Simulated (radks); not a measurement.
Q: The mean radii <r> (bohr) of the occupied orbitals of an atom or ion are listed with their occupations. All-electron calculation, scalar-relativistic Kohn-Sham, B86b exchange with PBE correlation, spin-polarised, spherical densities, finite nucleus; Fermi nuclear charge, rms radius of each element as measured or else 0.836 A^(1/3) + 0.57 fm. Program: a radial shooting solver on a logarithmic mesh with Libxc functionals.

| orbital | occ. | <r> |
|---|---|---|
| 1s up | 1 | 0.01804 |
| 1s down | 1 | 0.01804 |
| 2s up | 1 | 0.07622 |
| 2s down | 1 | 0.07622 |
| 2p up | 3 | 0.06834 |
| 2p down | 3 | 0.06834 |
| 3s up | 1 | 0.1974 |
| 3s down | 1 | 0.1974 |
| 3p up | 3 | 0.1979 |
| 3p down | 3 | 0.1979 |
| 3d up | 5 | 0.1792 |
| 3d down | 5 | 0.1792 |
| 4s up | 1 | 0.4406 |
| 4s down | 1 | 0.4406 |
| 4p up | 3 | 0.4685 |
| 4p down | 3 | 0.4685 |
| 4d up | 5 | 0.5001 |
| 4d down | 5 | 0.4998 |
| 5s up | 1 | 1.040 |
| 5s down | 1 | 1.031 |
| 5p up | 3 | 1.214 |
| 5p down | 3 | 1.200 |
| 4f up | 7 | 0.5828 |
| 4f down | 7 | 0.5781 |
| 5d up | 5 | 1.837 |
| 6s up | 1 | 2.802 |

Name the element and its charge. Open shells, if any, are filled with parallel spins first.

A: Z = 75, rhenium, charge +1: Re+ in [Xe] 4f14 5d5 6s1. The 1s radius gives Z: for a bare nucleus <r> = (2 gamma + 1)/(2Z) with gamma = sqrt(1 - (Z/c)^2), 0.01783 bohr for Z = 75, and screening makes it slightly larger (0.01804 here). The occupations add up to 74, and the charge is Z minus that.
